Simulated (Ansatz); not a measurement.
The molecule ScO, multiplicity 2 (the spin of the measured ground state). No spin–orbit coupling. Sc is treated without relativity.

Seven points along R, fitted to fifth degree in 1/R; most abundant isotopes. In def2 and cc sets the state is the lowest found near the PBE0 minimum, followed along R.

Correlated levels freeze the inner cores; with def2 sets outer-core shells near the valence are correlated too.

Run with Ansatz (an electronic-structure program) with Gaussian orbitals. 

Energies at B2PLYP/def2-TZVPP:

```tsv
R (Å)	E (hartree)
1.531190	-835.74677608
1.572351	-835.75717311
1.610220	-835.76315528
1.653027	-835.76643764
1.695835	-835.76665140
1.745228	-835.76382497
1.802853	-835.75730952
```

**Question.** With a reduced mass of 11.7975 u, find the minimum, the force constant and the constants.

**Answer.** A fifth-degree polynomial in 1/R puts the minimum at r_e = 1.6774 Å with force constant 649 N/m. Then ω_e = (1/2πc)√(k/μ) = 966 cm⁻¹ and B_e = h/(8π²cμr_e²) = 0.5079 cm⁻¹; the cubic and quartic terms give α_e = 0.0027 and ω_e x_e = 4.1 cm⁻¹.
